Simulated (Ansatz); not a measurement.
A geometry relaxed with Ansatz (a first-principles code) with PBE0-D3(BJ)/def2-SVP, charge 0, multiplicity 1:

```xyz
18

H     -2.4955     2.3213     0.1912
Cl     2.3484     2.4217     0.2968
H     -2.5856    -3.0352    -0.3653
C     -1.5774     1.7318     0.1482
H      3.2894    -0.2772    -1.1888
C      0.8284     1.5792     0.1797
C     -0.3428     2.3511     0.2365
S     -3.0471    -0.6364    -0.1259
C     -0.4370    -0.4390    -0.0542
Si     2.4727    -0.7345    -0.0270
C     -0.7517    -1.8349    -0.2050
H     -0.2659     3.4332     0.3500
C     -2.0905    -2.0707    -0.2557
H     -0.0050    -2.6249    -0.2722
C      0.8300     0.1930     0.0362
H      3.2417    -0.5265     1.2344
H      2.2075    -2.1951    -0.1826
C     -1.6197     0.3432     0.0036
```

Write the SMILES of this molecule.

`[SiH3]c1c(Cl)ccc2sccc12`
